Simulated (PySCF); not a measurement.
AlCl2HS, SMILES [Al]([Cl])([SH])[Cl]. Atoms are numbered in the order given.

```xyz
5

Al     0.0049     0.0235     0.0000
Cl     1.4260     1.5585     0.0000
Cl    -2.0386     0.4900     0.0000
S      0.6830    -2.0374     0.0000
H     -0.5783    -2.5320     0.0000
```
Charge 0, spin multiplicity 1.

Geometry optimised at B3LYP-D3(BJ)/def2-SVP. Other conformers were not sampled.

Method: IEF-PCM-M06-2X/def2-SVP (PySCF).

The values are the electrostatic part of the solvation free energy, E(continuum) − E(gas) at the gas-phase geometry, in a cavity of scaled van der Waals radii (PySCF's table); cavitation and dispersion terms are not included. A continuum can't describe solvent molecules that bind to the metal. In vacuum the orbital gap is 9.05 eV. The dipole moment in vacuum is 1.23 D.

Computed values in water (ε = 78.36), n-hexane (ε = 1.88), dimethylsulfoxide (ε = 46.83):
```
solvent                ε  ΔG(elec) (kcal/mol)  dipole (D)  gap (eV)
-----------------  -----  -------------------  ----------  --------
water              78.36                 -6.3        1.59      9.17
n-hexane            1.88                 -2.1        1.35      9.08
dimethylsulfoxide  46.83                 -6.2        1.58      9.17
```
